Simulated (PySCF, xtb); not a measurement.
AsF₃, SMILES F[As](F)F.

GFN2-xTB (xtb 6.7.1) at its own geometry gives an orbital gap of 7.04 eV and a dipole moment of 2.11 D.

Geometry: ωB97X-D3(BJ)/def2-SVP.

### Question
What does PBE/def2-TZVPD in PySCF give? (An estimate is asked for; the answer gives what the named calculation found.)

### Answer
gap 6.50 eV (levels -8.58 and -2.08 eV), dipole 2.33 D.
